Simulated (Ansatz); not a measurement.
Species: C4H9GeNO, net charge 0, singlet state. 
Structure (B3LYP-D3(BJ)/def2-TZVP (Ansatz, an electronic-structure program) minimum search):
```
Ge
N 1 1.8677
C 2 1.1972 1 143.87
O 3 1.1739 1 161.10 2 180.00
C 1 1.9524 2 104.67 3 -180.00
H 5 1.0896 1 110.04 2 59.90
H 5 1.0896 6 108.73 1 120.59
H 5 1.0905 6 108.81 7 118.37
C 1 1.9575 2 106.61 3 60.27
H 9 1.0895 1 110.08 2 58.48
H 9 1.0897 10 108.82 1 120.92
H 9 1.0908 10 108.78 11 118.28
C 1 1.9575 2 106.61 3 -60.27
H 13 1.0895 1 110.08 2 -58.48
H 13 1.0897 14 108.82 1 -120.92
H 13 1.0908 14 108.78 15 -118.28
```
Charge 0, spin multiplicity 1.

Wanted: vertical ionisation energy (to the doublet state of charge +1; each state is the SCF solution reached for its spin; the UHF <S^2> is 0.91 for the doublet (pure: 0.75)), in eV. Cores are frozen in the correlated levels unless marked. UHF or UKS for open shells. Spin-orbit coupling is left out. The frozen core is the preceding noble-gas configuration, with the filled d and f shells of earlier blocks. Non-relativistic. 

| level | program | vertical ionisation energy (eV) |
|---|---|---|
| HF/aug-cc-pVTZ | Ansatz | 9.11 |
| SVWN5/def2-TZVPD | Ansatz | 9.57 |
| r2SCAN/def2-TZVPD | Ansatz | 9.51 |
| B3LYP/def2-TZVPD | Ansatz | 9.71 |
| BHLYP/def2-TZVPD | Ansatz | 9.97 |
| CAM-B3LYP/def2-TZVPD | Ansatz | 10.02 |
| RI-MP2/aug-cc-pVTZ | Ansatz | 11.07 |
| SCS-MP2/aug-cc-pVDZ | Ansatz | 10.78 |
| CCSD(T)/aug-cc-pVDZ | Ansatz | 10.04 |
